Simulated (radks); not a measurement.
The numbers below are computed, except where a source is named.
Effect of the nuclear size on neutral palladium, [Kr] 4d10. Code: a radial shooting solver on a logarithmic mesh with Libxc functionals. Model: Dirac Kohn-Sham, PBE, spin-unpolarised, spherical densities, finite nucleus; Fermi nuclear charge, rms radius 4.5318 fm. The rms radius is varied about that value; shifts are against it.

rms radius (fm),total energy shift (eV),density at nucleus (e/bohr^3),1s1/2 shift (meV),2s1/2 shift (meV),3p1/2 shift (meV),4s1/2 shift (meV),5s1/2 (empty) shift (meV)
3.8475,-0.702,1.356e+05,-296,-32.8,0.338,-1.15,-0.073
4.3279,-0.219,1.336e+05,-92.5,-10.3,0.106,-0.358,-0.023
4.5318,0,1.328e+05,0.000,0.000,0.000,0.000,0.000
4.9804,0.514,1.312e+05,216,24.0,-0.248,0.839,0.054
5.3158,0.925,1.301e+05,390,43.3,-0.446,1.51,0.097

Slopes of the eigenvalues against <r^2> in GHz/fm^2, as finite differences over the two radii next to the reference (eigenvalue slopes, not the field-shift constants of lines): 1s1/2 12300, 2s1/2 1360, 3p1/2 -14.1, 4s1/2 47.6, 5s1/2 (empty) 3.05.
